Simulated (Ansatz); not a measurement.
`C[S][SnH2][CH3]`, relaxed with RKS PBE0-D4/def2-TZVP in Ansatz from a PBE-D4/def2-SVP geometry. The force threshold is 0.005 eV/Å; the program also tests the step.

Total charge 0; spin multiplicity 1. Sn: def2 effective core potential.

Start:

```xyz
12

C    -1.573   -1.514    0.314
S    -1.032   -0.398    1.671
Sn    1.101    0.362    0.744
C     0.735    1.479   -1.081
H    -1.719   -0.971   -0.641
H    -0.867   -2.353    0.159
H    -2.550   -1.934    0.624
H     2.089   -1.028    0.412
H     1.807    1.347    1.977
H     0.064    2.330   -0.857
H     0.254    0.822   -1.830
H     1.691    1.858   -1.492
```

| step | energy (eV) | largest force (eV/Å) | largest move (Å) |
| --- | --- | --- | --- |
| 1 | -18866.6832 | 0.578 | 0.000 |
| 2 | -18866.7344 | 0.290 | 0.067 |
| 3 | -18866.7444 | 0.081 | 0.031 |
| 4 | -18866.7448 | 0.053 | 0.021 |
| 5 | -18866.7454 | 0.017 | 0.011 |
| 6 | -18866.7454 | 0.003 | 0.007 |

End:

```xyz
12

C    -1.549   -1.492    0.306
S    -1.021   -0.380    1.643
Sn    1.076    0.360    0.739
C     0.725    1.457   -1.063
H    -1.714   -0.952   -0.627
H    -0.830   -2.296    0.146
H    -2.496   -1.933    0.621
H     2.028   -1.027    0.410
H     1.792    1.327    1.948
H     0.068    2.300   -0.852
H     0.252    0.811   -1.804
H     1.669    1.825   -1.466
```

It took 16 s on 4 threads of a server CPU on a shared host, with 0.61 GiB of host memory at the peak.
